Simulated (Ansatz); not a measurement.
```xyz
3

Cr    0.0000    0.0000    0.0000
Mn    0.0000    0.0000    3.6000
H     0.0000    1.8000    5.4000
```

Basis set: pcseg-2. Charge 0. Computed with Ansatz (development build ahead of 0.2.0); the lowest solution found for each multiplicity.

Task: How do the multiplicities compare at this shape? Give, from the lowest of each method, PBE0 (unrestricted) for 1, 3.

Result:

```
            method  multiplicity  E (eV)  <S²>
PBE0, unrestricted             1   0.000  5.61
PBE0, unrestricted             3   0.672  6.91
```

Caution: other spin multiplicities may lie lower. Caution for PBE0, unrestricted: the unrestricted determinant is a mixture of spin states.
